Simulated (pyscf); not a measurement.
H₃C–CH₂–N(SiH₃)–CH₂–CH₃ (SMILES CCN([SiH3])CC), singlet

Gas-phase minimum from PySCF at ωB97X-D3(BJ)/def2-SVP, one conformer. 

SMILES: CCN([SiH3])CC
```xyz
19

C      0.4881    -1.4875     0.9253
C      0.7708    -0.1751     0.1896
N     -0.3077     0.2874    -0.6760
Si    -0.7244    -0.5980    -2.1077
C     -1.1798     1.3318    -0.1598
C     -2.1363     0.8932     0.9516
H      1.3443    -1.7773     1.5563
H      0.3104    -2.3065     0.2083
H     -0.4031    -1.4076     1.5659
H      1.6911    -0.2972    -0.4111
H      0.9903     0.6237     0.9199
H     -1.3321     0.3458    -3.0925
H      0.5296    -1.2000    -2.6513
H     -1.7046    -1.7183    -1.9175
H     -1.7670     1.7345    -1.0033
H     -0.5582     2.1728     0.2030
H     -1.5872     0.5754     1.8520
H     -2.7601     0.0477     0.6189
H     -2.8030     1.7214     1.2424
```
Charge 0, spin multiplicity 1.

Bond lengths (Å): C1–C2 1.531, C1–H7 1.102, C1–H8 1.103, C1–H9 1.100, C2–N3 1.458, C2–H10 1.106, C2–H11 1.104, N3–Si4 1.734, N3–C5 1.455, Si4–H12 1.493, Si4–H13 1.493, Si4–H14 1.501, C5–C6 1.530, C5–H15 1.104 (the first ones only). Angles (°): C2–C1–H7 110.9, C2–C1–H8 110.7, C2–C1–H9 111.5, H7–C1–H8 107.6, H7–C1–H9 108.3, H8–C1–H9 107.6, C1–C2–N3 114.9, C1–C2–H10 108.7, C1–C2–H11 109.8, N3–C2–H10 109.1, N3–C2–H11 108.1, H10–C2–H11 105.9, C2–N3–Si4 120.4, C2–N3–C5 117.4 (the first ones only).

Properties at ωB97X-D3(BJ)/def2-SVP:

* **Harmonic wavenumbers, unscaled**: 67, 82, 112, 133, 217, 245, 280, 364, 407, 464, 668, 714, 720, 787, 795, 928, 942, 955, 993, 1000, 1091, 1099, 1114, 1127, 1244, 1262, 1339, 1371, 1385, 1392, 1419, 1423, 1468, 1471, 1475, 1478, 1489, 1494, 2199, 2248, 2250, 3037, 3047, 3061, 3062, 3100, 3103, 3149, 3155, 3160, 3171 cm⁻¹
* **Zero-point energy**: 104.0 kcal/mol
* **Rotational symmetry number**: 1
* **Entropy of this conformer at 298 K and 1 atm, rigid rotor and harmonic oscillator, modes under 100 cm⁻¹ raised to 100**: 381.4 J/(mol K)
* **Dipole moment**: 1.13 D

Single-point totals, which compare only within one level:

```json
[
 {"level": "ωB97X-D3(BJ)/def2-TZVP", "total energy (hartree)": "-504.73699"},
 {"level": "PBE/def2-TZVP", "total energy (hartree)": "-504.12840"},
 {"level": "r²SCAN/def2-TZVP", "total energy (hartree)": "-504.42152"},
 {"level": "B3LYP-D3(BJ)/def2-TZVP", "total energy (hartree)": "-504.64720"},
 {"level": "PBE0-D3(BJ)/def2-TZVP", "total energy (hartree)": "-504.21107"},
 {"level": "M06-2X/def2-TZVP", "total energy (hartree)": "-504.45486"},
 {"level": "ωB97M-D3(BJ)/def2-TZVP", "total energy (hartree)": "-504.68391"}
]
```

Soft torsions are taken as harmonic, which can shift the entropy by several J/(mol K).
